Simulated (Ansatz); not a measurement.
Program: Ansatz. Geometries: PBE0-D4/def2-TZVP. ΔE: electronic, gas phase. CCSD(T)/CBS adds triple-zeta CCSD(T) − MP2 to the extrapolated MP2 energy (def2 sets, frozen cores). This one scheme is used for every species. DFT in def2-TZVPP. B3LYP here is the variant with VWN-RPA as its local correlation; programs differ in this. For Se outer-core shells are correlated without core-valence functions, which leaves a few kJ/mol of doubt a bond. Scalar relativity is left out up to krypton. One conformer a species, not always the lowest.

Reaction (ligand exchange at a B–C bond): `CB(F)CCl` + H₂Se → `CB(F)[SeH]` + `CCl`

(1) Is it downhill or uphill in electronic energy at CCSD(T)/CBS, and by how much? (Best estimate.)

(2) What do these levels give: PBE-D4, r2SCAN-D4, PBE0-D4, B3LYP-D4, ωB97M-V, PBE0, HF/def2-TZVPP, SCS-MP2/def2-TZVPP, CCSD/def2-TZVPP, HF/def2-QZVPP, HF/CBS(def2), MP2/CBS(def2)? (Best estimate.)

Largest T1 diagnostic among the species: 0.011.

## Answers

(1) Ansatz gave: Downhill: ΔE = -16.0 kcal/mol.

(2) Computed: PBE-D4 -16.2, r2SCAN-D4 -16.2, PBE0-D4 -16.0, B3LYP-D4 -15.2, ωB97M-V -14.7, PBE0 -16.2, HF/def2-TZVPP -15.0, SCS-MP2/def2-TZVPP -16.1, CCSD/def2-TZVPP -15.2, HF/def2-QZVPP -14.9, HF/CBS(def2) -14.9, MP2/CBS(def2) -17.3 kcal/mol.
